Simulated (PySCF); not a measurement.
## Two-component Hartree-Fock for N⁵⁺ (nitrogen, charge +5)

Start: 1s2. Calculated with PySCF 2.14 in an uncontracted even-tempered set (16 s from 1.8 bohr⁻², ratio 2.4; 8 p from 2.3 bohr⁻², ratio 2.4; 3 d from 8.1 bohr⁻², ratio 2.6; 3 f from 12 bohr⁻², ratio 2.6): generalised Hartree-Fock with the X2C-1e Hamiltonian and a Gaussian nucleus; one run each with spin-orbit coupling (SO) switched off, then screened by Boettger's factors, then bare.

```csv
spinor shell,electrons,"ε, spin-free (eV)","ε, screened SO (eV)","ε, bare SO (eV)",weight of nominal j (screened SO),"rms radius, screened SO (bohr)"
1s1/2,2,-552.45,-552.45,-552.45,1.000,0.262
```

```tsv
quantity	spin-free	screened SO	bare SO
E (hartree)	-44.76217	-44.76217	-44.76217
M_J	0	0	0
⟨J²⟩	0.000	0.000	0.000
⟨L²⟩	0.000	0.000	0.000
⟨S²⟩	0.000	0.000	0.000
```

Without spin-orbit coupling the j labels of p, d and f shells carry no meaning; the spin-free column gives the mean over the occupied spinors of each nl shell.
